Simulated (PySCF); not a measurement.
# Basis-set dependence of population analyses: `C#C[Si@@H](O)C(Cl)Cl`

C3H4Cl2OSi.
SMILES with atom numbers: `[CH:1]#[C:2][Si@@H:3]([OH:4])[CH:5]([Cl:6])[Cl:7]` (hydrogens: H8 on C1; H9 on Si3; H10 on O4; H11 on C5)

PBE0 throughout (PySCF), one geometry, spherical d and f functions. One conformer (not necessarily the lowest) at the PBE0-D3(BJ)/def2-SVP geometry, without solvent, vibrations or thermal averaging. The first 7 of 11 kinds of atom are listed.

Mulliken charges (e):

| basis | functions | C1 | C2 | Si3 | O4 | C5 | Cl6 | Cl7 |
| --- | --- | --- | --- | --- | --- | --- | --- | --- |
| STO-3G | 51 | -0.128 | -0.254 | +0.865 | -0.424 | -0.186 | -0.133 | -0.118 |
| 6-31G | 83 | -0.318 | -0.241 | +1.110 | -0.783 | -0.867 | +0.079 | +0.104 |
| pcSseg-0 | 83 | -0.353 | -0.466 | +1.570 | -0.816 | -1.062 | +0.037 | +0.057 |
| 6-31G* | 118 | -0.184 | -0.175 | +0.755 | -0.721 | -0.594 | -0.016 | +0.009 |
| cc-pVDZ | 130 | -0.148 | -0.035 | +0.641 | -0.340 | -0.323 | -0.062 | -0.042 |
| def2-SVP | 130 | -0.218 | -0.048 | +0.756 | -0.389 | -0.250 | -0.112 | -0.093 |
| aug-cc-pVDZ | 209 | +1.047 | -0.578 | +0.834 | -0.751 | -0.455 | -0.049 | -0.063 |
| 6-311+G(2d,p) | 237 | -0.591 | +0.092 | +0.961 | -0.635 | -0.255 | -0.166 | -0.028 |
| def2-TZVP | 259 | -0.179 | -0.157 | +0.439 | -0.502 | -0.073 | -0.117 | -0.096 |
| cc-pVTZ | 278 | -0.076 | -0.233 | +0.493 | -0.346 | -0.132 | -0.113 | -0.097 |
| IGLO-III | 312 | -0.218 | -0.211 | +1.065 | -0.634 | -0.474 | +0.004 | +0.035 |
| pcSseg-2 | 329 | +0.014 | -0.236 | +0.752 | -0.492 | -0.128 | -0.126 | -0.107 |

IAO charges (e):

| basis | functions | C1 | C2 | Si3 | O4 | C5 | Cl6 | Cl7 |
| --- | --- | --- | --- | --- | --- | --- | --- | --- |
| STO-3G | 51 | -0.135 | -0.325 | +1.018 | -0.564 | -0.396 | -0.055 | -0.037 |
| 6-31G | 83 | -0.149 | -0.341 | +1.027 | -0.730 | -0.419 | -0.060 | -0.040 |
| pcSseg-0 | 83 | -0.137 | -0.352 | +1.063 | -0.715 | -0.447 | -0.054 | -0.036 |
| 6-31G* | 118 | -0.146 | -0.371 | +1.149 | -0.758 | -0.406 | -0.067 | -0.050 |
| cc-pVDZ | 130 | -0.160 | -0.362 | +1.136 | -0.755 | -0.388 | -0.070 | -0.055 |
| def2-SVP | 130 | -0.152 | -0.362 | +1.148 | -0.754 | -0.393 | -0.065 | -0.050 |
| aug-cc-pVDZ | 209 | -0.166 | -0.361 | +1.146 | -0.777 | -0.384 | -0.072 | -0.058 |
| 6-311+G(2d,p) | 237 | -0.164 | -0.371 | +1.177 | -0.786 | -0.402 | -0.068 | -0.054 |
| def2-TZVP | 259 | -0.164 | -0.373 | +1.191 | -0.787 | -0.405 | -0.067 | -0.052 |
| cc-pVTZ | 278 | -0.165 | -0.370 | +1.178 | -0.783 | -0.399 | -0.069 | -0.055 |
| IGLO-III | 312 | -0.167 | -0.371 | +1.188 | -0.790 | -0.408 | -0.064 | -0.050 |
| pcSseg-2 | 329 | -0.163 | -0.374 | +1.188 | -0.788 | -0.407 | -0.067 | -0.052 |

Which scheme is steadiest as the basis changes?

Largest range over the bases for any column: IAO 0.23 e, Mulliken 1.64 e. IAO charges move least and Mulliken charges most, counted in e. Without the minimal STO-3G basis the ranges are IAO 0.16, Mulliken 1.64 e.

How much do the charges still move between the two largest bases, IGLO-III and pcSseg-2?

At most, over all atoms: Mulliken 0.346 e, IAO 0.004 e.

What do the same runs give for the total energy, the frontier levels and the dipole moment?

```
        basis  energy (Eh)  HOMO (eV)  LUMO (eV)  μ (D)
       STO-3G   -1385.3648      -5.38       2.91   2.03
        6-31G   -1400.9753      -8.30      -0.81   3.02
     pcSseg-0   -1399.3356      -8.41      -0.87   2.89
       6-31G*   -1401.1086      -8.10      -0.74   2.47
      cc-pVDZ   -1401.1892      -8.07      -0.72   2.14
     def2-SVP   -1400.6498      -8.04      -0.63   2.17
  aug-cc-pVDZ   -1401.2141      -8.22      -1.05   2.21
6-311+G(2d,p)   -1401.2759      -8.25      -1.11   2.26
    def2-TZVP   -1401.2995      -8.18      -0.96   2.20
      cc-pVTZ   -1401.3064      -8.17      -0.91   2.17
     IGLO-III   -1401.2943      -8.14      -0.93   2.07
     pcSseg-2   -1401.3236      -8.25      -1.04   2.32
```

The dipole is fixed by the density alone, so its range of 0.99 D shows that the density itself changes with the basis, not only its division among atoms.
